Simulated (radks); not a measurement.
Results of a calculation; reference values are marked as such.
The cobalt ion Co+ inside a hard spherical wall (all orbitals vanish at R), configuration held at [Ar] 3d8 and not refilled when levels cross. Code: a radial shooting solver on a logarithmic mesh with Libxc functionals. Model: non-relativistic Kohn-Sham, LDA (Slater exchange, Perdew-Wang correlation), spin-polarised, spherical densities, point nucleus; open shells are filled with parallel spins first. Eigenvalues in eV for spin up, with the zero of energy where the potential of the charges vanishes at infinity; a dash marks a level that is unbound or too diffuse for the functional's potential to be trusted. A positive occupied level is held by the wall or, in an anion where self-interaction has pushed it up, behind a barrier. The pressure on the wall is -dE/dV.

R (bohr),E (hartree),kinetic (hartree),e(2p),e(3s),e(3p),e(3d),"e(4s, empty)","e(4p, empty)",pressure (GPa)
free,-1379.88553,1378.282,-768.67,-103.34,-69.083,-13.392,-11.369,-6.508,0
20,-1379.88553,1378.282,-768.67,-103.34,-69.083,-13.392,-11.369,-6.508,< 0.0001
10,-1379.88553,1378.282,-768.67,-103.34,-69.083,-13.392,-11.368,-6.495,< 0.0001
8,-1379.88547,1378.282,-768.66,-103.33,-69.076,-13.385,-11.354,-6.400,0.00366
7,-1379.88520,1378.285,-768.63,-103.31,-69.051,-13.362,-11.304,-6.208,0.0262
6,-1379.88378,1378.297,-768.52,-103.20,-68.949,-13.267,-11.104,-5.685,0.192
5,-1379.87611,1378.350,-768.10,-102.81,-68.566,-12.906,-10.343,-4.231,1.49
4,-1379.83392,1378.582,-766.52,-101.44,-67.219,-11.599,-7.489,0.092,13.0
2.5,-1379.03801,1381.942,-752.59,-90.800,-56.768,-0.155,22.494,36.362,680
2,-1377.15146,1389.604,-733.32,-77.727,-43.339,15.665,69.803,87.528,4130
